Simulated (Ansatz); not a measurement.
CH7AlOSi2 can be A, `[CH2]1O[SiH2][SiH2][AlH]1`, or B, `[CH2]1[AlH][O][SiH2][SiH2]1`.

Gas-phase electronic energies from Ansatz, PBE0-D4/def2-TZVP geometries. CCSD(T)/CBS adds triple-zeta CCSD(T) − MP2 to the extrapolated MP2 energy (def2 sets, frozen cores). Functionals use def2-TZVPP. B3LYP here is the variant with VWN-RPA as its local correlation; programs differ in this.

Which is lower in electronic energy at CCSD(T)/CBS, and by how much? (An estimate is asked.)

Computed: B, by 64.5 kcal/mol.

Give E(B) − E(A) in kcal/mol with HF/def2-TZVPP, B2PLYP, PBE0-D4, B3LYP, r2SCAN-D4, LDA (SPW92), CCSD(T)/def2-TZVPP. (An estimate is asked.)

Computed: HF/def2-TZVPP -65.5, B2PLYP -64.3, PBE0-D4 -59.8, B3LYP -61.8, r2SCAN-D4 -63.0, LDA (SPW92) -57.7, CCSD(T)/def2-TZVPP -63.9. None reverses the order clearly.

Does the order hold for the free energy at 298.15 K (harmonic terms from PBE0-D4)? (Estimate.)

Ansatz gave: Yes: G(B) − G(A) = -64.1 kcal/mol.

Largest T1 diagnostic: 0.014.

From PBE to PBE0 (25 % exact exchange), in def2-TZVPP and without D4, E(B) − E(A) moves by −2.5 kcal/mol. Leaving LDA and LC-ωPBE aside and taking each functional with its dispersion term where it has one, the values, not all of them listed here, spread over 7.4 kcal/mol, from BHLYP-D4 to revPBE-D4.
